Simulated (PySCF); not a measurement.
Compound: C5H7FNS (doublet state).
Structure used (GFN2-xTB), in Å, numbered top down from 1:
```
atom  x, y, z in Å
C1    -2.7049    0.5545   -0.2768
N2    -1.6215    0.0283    0.0568
C3    -0.5297    0.8368    0.5140
C4     0.6889    0.5292   -0.3440
C5     1.1674   -0.9276   -0.3050
C6     2.5656   -0.5372    0.0505
F7     3.3485   -1.2980    0.8381
S8     2.2635    1.1549    0.3933
H9    -3.5046   -0.0883   -0.6131
H10   -2.9072    1.6311   -0.2454
H11   -0.7469    1.9177    0.4920
H12   -0.3177    0.5429    1.5473
H13    0.5670    0.9270   -1.3514
H14    0.6548   -1.5057    0.4692
H15    1.0724   -1.4698   -1.2476
```

The hyperfine couplings belong to this conformer and change with its torsions.

As a line formula: `C=NC[C@@H]1C[C](F)S1` [radical].

Method used: UKS B3LYP, pcH-1 on C F H N S, non-relativistic, mean-field spin-orbit, GIAO in PySCF 2.14.0. Geometry: GFN2-xTB, one conformer, isolated molecule. The geometry wasn't refined by DFT: couplings that depend on bond lengths, twists or pyramidal angles can differ widely from those at the functional's own minimum. Stability of the SCF solution: not tested.

Q: The isotropic 13C couplings are +317.1, +14.0, +1.3 MHz. Assign them to C3; C4; C6.

A: 
```
site  a_iso (MHz)  ρ(0) (bohr⁻³)                 position  distance from C6 (Å)  spin population  largest |T| (MHz)
  C3        +14.0        +0.0125          3 bonds from C6                  3.42            +0.01                1.2
  C4         +1.3        +0.0011          2 bonds from C6                  2.19            -0.01                2.5
  C6       +317.1        +0.2817  largest spin population                  0.00            +0.77              143.7
```

ρ(0) is the spin density at the nucleus and T the dipolar tensor; a_iso includes a spin–orbit part. Largest spin populations (Mulliken): C6 (+0.77) and S8 (+0.14). The angles at C6 add up to 342.4°, so it is pyramidal.
